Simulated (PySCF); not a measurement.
O₃W (SMILES [O]=[W](=[O])=[O]), singlet, at a GFN2-xTB geometry (such geometries of metal compounds can be far from the true shape) (core potentials on W). Base run: PySCF with M062X/def2-SVP.

Here is a job for PySCF.
```python
from pyscf import gto, scf, dft

mol = gto.Mole()
mol.atom = '''
    W     0.000000   -0.000000    0.000000
    O     1.553260   -0.324377   -0.692671
    O    -0.502382   -0.837652    1.429539
    O    -1.050878    1.162029   -0.736868
'''
mol.basis = 'def2-svp'
mol.ecp = {'W': 'def2-svp'}
mol.charge = 0
mol.spin = 0
mol.verbose = 4
mol.build()

mf = dft.RKS(mol)
mf.xc = 'm062x'
mf.kernel()
```

Each row names what was changed in the base input (with any setting that the change needs).

| change | ΔE vs base (mEh) | fitting functions | outcome |
|---|---|---|---|
| base | 0.000 | - | converged |
| auxbasis = cc-pvqz-jkfit | - | - | input refused |
| auxbasis = default (with mf = mf.density_fit()) | 0.096 | 458 | converged |
| auxbasis = def2-universal-jfit | … | 236 | converged |
| only_dfj = on; auxbasis = def2-universal-jfit | -0.111 | 236 | converged |
| auxbasis = even-tempered beta=3.0 | -17.217 | 410 | converged |
| auxbasis = def2-universal-jkfit | 0.096 | 458 | converged |
| auxbasis = even-tempered beta=2.0 | … | … | converged |
| auxbasis = autoaux | 0.077 | 616 | converged |
| auxbasis = def2-svp-ri | - | - | input refused |

Problem. What belongs in the gaps?

Solution. 
- auxbasis = def2-universal-jfit, ΔE vs base (mEh): 28.343
- auxbasis = even-tempered beta=2.0, ΔE vs base (mEh): -0.173
- auxbasis = even-tempered beta=2.0, fitting functions: 585

A fitting set is made for a task (jfit for Coulomb, jkfit for Coulomb and exchange, ri for correlation) and for a family of orbital bases.

- auxbasis = cc-pvqz-jkfit: ended with `pyscf.lib.exceptions.BasisNotFoundError: Basis set not found for W in cc-pvqz-jkfit`
- auxbasis = def2-svp-ri: ended with `pyscf.lib.exceptions.BasisNotFoundError: Basis set not found for W in def2-svp-ri`
